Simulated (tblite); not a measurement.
Compound: C2H8N2Si2.
Numbering: `[N:1]#[C:2][C@H:3]([SiH3:4])[SiH2:5][NH2:6]` (hydrogens: H7 on C3; H8, H9, H10 on Si4; H11, H12 on Si5; H13, H14 on N6)

Structure used (GFN2-xTB), in Å, numbered top down from 1:
```
atom  x, y, z in Å
N1    -0.096    2.717    0.520
C2    -0.391    1.705    0.067
C3    -0.702    0.426   -0.460
Si4   -1.653   -0.582    0.860
Si5    0.937   -0.380   -1.048
N6     1.963   -0.315    0.327
H7    -1.349    0.561   -1.329
H8    -0.816   -0.764    2.042
H9    -2.001   -1.868    0.252
H10   -2.877    0.144    1.210
H11    0.721   -1.793   -1.352
H12    1.387    0.342   -2.250
H13    2.877   -0.736    0.284
H14    2.002    0.543    0.855
```

Calculated harmonic vibrations of the isolated species, GFN2-xTB (tblite), most abundant isotopes, no scaling. This tight-binding method is rough: wavenumbers can miss measured ones by several per cent, in bad cases by 10 to 20. Modes of hydrogen on silicon can be 10 to 20 % off. One conformer, not necessarily the lowest.

Harmonic wavenumbers (cm⁻¹): 48.8, 106.4, 115.4, 142.4, 154.8, 241.8, 261.9, 435.9, 469.8, 499.4, 512.5, 539.9, 547.5, 563.9, 636.8, 720.8, 767.0, 780.7, 786.0, 794.5, 821.3, 837.8, 918.7, 1036.8, 1048.9, 1163.0, 1513.5, 2191.8, 2255.0, 2261.9, 2286.0, 2304.1, 2374.5, 2943.5, 3464.1, 3507.8.

A = 2472, B = 1893, C = 1344 MHz; mass 116.023 u (most abundant isotopes); point group C1, symmetry number 1.

Question: What is the zero-point energy?

Answer: Half the sum of the wavenumbers: 20027 cm⁻¹ = 57.26 kcal/mol.

Question: Entropy at 350 K, 1 bar (ideal gas, RRHO, classical rotation)?

Answer: Translation 40.98, rotation 28.80, vibration 31.93: S = 101.7 cal/(mol K).

Question: And Cp and H(350 K) − H(0)?

Answer: Cp = 40.81 cal/(mol K), of which vibrations give 32.86 (their classical limit is 36 R = 71.5); H(350 K) − H(0) = 8.73 kcal/mol without the zero-point energy, 5.94 from vibrations.

Question: Blend soft modes into free rotors: weight 1/[1 + (100 cm⁻¹/ν̃)⁴] for the oscillator and the rest for a rotor with moment μB/(μ + B), μ = h/(8π²ν), B = 10⁻⁴⁴ kg m². What vibrational entropy results?

Answer: 29.90 cal/(mol K) in place of 31.93, which changes −T·S at 350 K by +0.71 kcal/mol.

Question: What must be added to the electronic energy to get the Gibbs energy at 350 K and 1 bar?

Answer: ZPE + [H(350 K) − H(0)] − T·S = 57.26 + 8.73 − 35.60 = 30.39 kcal/mol.

Question: How do the functions run with temperature in this model?

Answer: 
```csv
T (K),S (cal/(mol K)),Cp (cal/(mol K)),H − H(0) (kcal/mol),G − H(0) (kcal/mol),ln q(vib)
100,67.3,17.9,1.25,-5.48,1.45
200,82.6,27.7,3.52,-13.01,3.84
300,95.7,37.0,6.78,-21.94,6.30
500,117.8,49.2,15.52,-43.37,11.11
800,143.4,59.4,31.96,-82.72,17.61
1000,157.1,63.8,44.31,-112.81,21.45
```

q(vib) and H(0) count from the zero-point level.

Hindered rotation and anharmonicity are outside this model. Other conformers, if any are populated, would add a mixing term that is left out. The structure is chiral; the term R ln 2 for an equal mix with its mirror image is left out.
